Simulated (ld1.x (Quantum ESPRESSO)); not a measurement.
**Transferability test, TM semilocal potential for chromium**

- Element: Cr
- Generator: ld1.x (Quantum ESPRESSO) 7.5
- Type: norm-conserving Troullier–Martins (semilocal form)
- Functional: PBE
- Relativity: scalar-relativistic
- Frozen core: [Ne]
- Valence charge: 14
- Reference configuration: 3s2 3p6 3d6 4s0 4p0
- Partial waves: 3s (bound): rc 0.95 bohr; 3p (bound): rc 0.90 bohr; 3d (bound): rc 1.45 bohr
- Local potential: the d channel
- Core correction: none

Energies are relative to the spin-unpolarised reference configuration 3s2 3p6 3d6 4s0 4p0; without spin polarisation the order of configurations can differ from experiment. The frozen-core shift is the all-electron ΔE with the core orbitals held at their reference shape minus the fully relaxed ΔE.

```
valence configuration  charge  ΔE all-electron (eV)  error AE − PS (meV)  frozen-core shift (meV)
  3s2 3p6 3d5 4s1 4p0       0                -1.732                  +53                     -1.3
  3s2 3p6 3d5 4s0 4p0      +1                 5.169                  +37                     -0.3
3s2 3p6 3d5 4s0.5 4p0    +0.5                 0.975                  +47                     -0.9
  3s2 3p6 3d4 4s1 4p0      +1                 6.255                 +133                     -2.5
  3s2 3p6 3d3 4s0 4p0      +3                51.970                 +168                     -4.0
  3s2 3p6 3d2 4s0 4p0      +4               100.331                 +394                     -6.3
```

Question: What are ΔE and the potential's error for 3s2 3p6 3d4 4s0 4p0?

Answer: ΔE = 21.222 eV all-electron; the error (AE − PS) is +89 meV.

Levels in the configuration 3s2 3p6 3d2 4s0 4p0:

| level | all-electron (eV) | pseudo (eV) |
| --- | --- | --- |
| 3s | -132.784 | -132.674 |
| 3p | -103.470 | -103.377 |
| 3d | -57.999 | -57.626 |

A variational frozen-core shift is positive and of second order in the change. This column holds negative values, so the frozen-core run of ld1.x carries numerical noise or an error of first order here, and the column gives no more than the rough size of the effect.
